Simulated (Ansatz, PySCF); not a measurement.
Reaction (SMILES): C=[SiH2] [methylidenesilane] -> C=[SiH2] as doublet, charge +1 + e-
Structures are relaxed separately at B3LYP-D3(BJ)/def2-TZVP in Ansatz (a program for electronic structure). Unstable Hartree-Fock reference: C=[SiH2]. A spin state is the lowest found, not a proven ground state.

Property: adiabatic ionisation energy (0 K, with B3LYP-D3(BJ) harmonic zero-point energies from PySCF), in eV. Valence correlation only, unless marked. UHF or UKS for open shells. Spin-orbit coupling is left out. No relativistic terms. FCI takes restricted orbitals. Basis-set limits of correlation are two-point, X^-3; Hartree-Fock from the larger set. [CCSD(T)-MP2]/basis is that difference in the basis named.

| level | program | adiabatic ionisation energy (eV) |
|---|---|---|
| PBE0-D4/def2-TZVP | Ansatz + dftd4 | ___ |
| PBE0/def2-QZVPP | Ansatz | 8.60 |
| PW6B95-D3(BJ)/def2-TZVPD | PySCF + dftd3 | 8.71 |
| FCI/STO-3G | Ansatz | 5.66 |
| RI-MP2/CBS(aug-cc-pV(T+d)Z,aug-cc-pV(Q+d)Z)+[CCSD(T)-MP2]/aug-cc-pV(T+d)Z | Ansatz | 8.83 |

What belongs in the gaps?


- PBE0-D4/def2-TZVP, adiabatic ionisation energy (eV): 8.61
